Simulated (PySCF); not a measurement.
Compound: C3H10O2Si2.
Bonds: O1–Si2, Si2–O3, Si2–C4, C4–C5, C5–Si6, Si6–C7, C4–C7. Hydrogens: H8 on O1; H9 on Si2; H10 on O3; H11 on C4; H12, H13 on C5; H14, H15 on Si6; H16, H17 on C7.

Probes without a nucleus sit at each ring's centroid and 1 Å off its mean plane on both sides; NICS is minus the shielding there, NICSzz its component along the normal. Level: GIAO PBE0/pcSseg-1 (PySCF, non-relativistic, gas phase) on the GFN2-xTB geometry, one conformer.

Ring bond lengths (Å), with Mayer bond orders in brackets: C4–C5 1.551 (0.97), C5–Si6 1.908 (0.94), Si6–C7 1.906 (0.94), C7–C4 1.549 (0.98).

Problem. Give the NICS values of each ring in ppm.

Solution. 
| ring | type | NICS(0) | NICS(1), two faces | NICS(1)zz, two faces | rms pucker (Å) | centre to ring atoms, mean (Å) |
| --- | --- | --- | --- | --- | --- | --- |
| C4–C5–Si6–C7 | 4-membered ring with Si; formal bonds all single | 1.7 | -0.3 / 0.3 | 7.1 / 6.0 | 0.08 | 1.22 |

Problem. What do they say, and how far can they be read as aromaticity?

Solution. 
- C4–C5–Si6–C7: mean NICS(1)zz 6.6 ppm, deshielded. C4, C5, Si6, C7 have four or more neighbours, and the NICS criterion for π rings isn't applied.

Problem. How shielded are the nuclei of the rings and their hydrogens (means over atoms taken as equivalent)?

Solution. 
| atoms | environment | σ isotropic (ppm) | principal values of the symmetric part, first atom (ppm) |
| --- | --- | --- | --- |
| C4 | sp3 carbon bound to silicon | 163.8 | 144.4, 171.5, 175.5 |
| C5 (×2) | sp3 carbon bound to silicon | 177.8 | 153.9, 179.6, 200.2 |
| Si6 | SiH2 silicon | 376.3 | 344.2, 357.0, 427.7 |
| H11 | methine hydrogen | 29.91 | 27.3, 28.6, 33.8 |
| H12 (×2) | methylene hydrogen | 29.82 | 25.8, 29.8, 33.9 |
| H13 (×2) | methylene hydrogen | 30.47 | 26.7, 27.4, 37.5 |
| H14 | Si–H hydrogen | 26.70 | 23.8, 24.2, 32.2 |
| H15 | Si–H hydrogen | 26.64 | 24.3, 24.3, 31.3 |

On Arm Neoverse N1, one thread, no GPU, shared host with 64 logical CPUs at a one-minute load of 59, this took 48 s of wall time and 0.83 GiB of memory at its peak. This is the whole shielding run at PBE0/pcSseg-1, SCF included.

Shape of the structure used: `[OH:1][SiH:2]([OH:3])[CH:4]1[CH2:5][SiH2:6][CH2:7]1`: O1–Si2–C4–C5 -66°, H–O1–Si2–O3 29°, H–O3–Si2–O1 171°.
